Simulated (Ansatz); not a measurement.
Frontier orbitals of `C[O][Sb]([Cl])[Cl]`.

Cartesian coordinates in Å:
```
C -0.281 1.085 0.090
O -0.557 0.179 -0.963
Sb -0.009 -1.666 -0.983
Cl -0.749 -2.254 1.170
Cl 2.244 -1.348 -0.392
H 0.797 1.215 0.229
H -0.723 2.044 -0.184
H -0.722 0.746 1.032
```

Total charge 0; spin multiplicity 1. Correlated methods include outer-core shells of Sb, which these sets cover unevenly. Sb: def2 effective core potential. Geometry: relaxed with PBE0-D4/def2-TZVP. It is one conformer, not always the lowest. Basis def2-TZVPP, the Gaussian-basis code of Ansatz.

```
 functional  HOMO (eV)  LUMO (eV)
LDA (SPW92)      -7.17      -2.54
```

Problem. Give HOMO and LUMO (eV) with PBE, revPBE, BLYP, r2SCAN, B97M-V, PBE0, B3LYP, r2SCANh, r2SCAN0, HSE06 (plane-wave form), BHLYP, CAM-B3LYP, LC-ωPBE, ωB97X-V, ωB97M-V, HF. (Best estimate.)

Solution. Ansatz gave: 
```tsv
functional	HOMO	LUMO
PBE	-7.02	-2.28
revPBE	-6.96	-2.18
BLYP	-6.90	-2.17
r2SCAN	-7.37	-2.11
B97M-V	-7.47	-2.08
PBE0	-8.47	-1.52
B3LYP	-8.26	-1.74
r2SCANh	-7.95	-1.83
r2SCAN0	-8.68	-1.41
HSE06 (plane-wave form)	-8.08	-1.89
BHLYP	-9.50	-0.68
CAM-B3LYP	-9.74	-0.54
LC-ωPBE	-11.01	0.59
ωB97X-V	-10.69	0.47
ωB97M-V	-10.56	0.32
HF	-10.99	1.59
```

B3LYP here is the variant with VWN-RPA as its local correlation; programs differ in this. LC-ωPBE has ω = 0.4 bohr⁻¹. Positive LUMOs are unbound and depend on the basis.
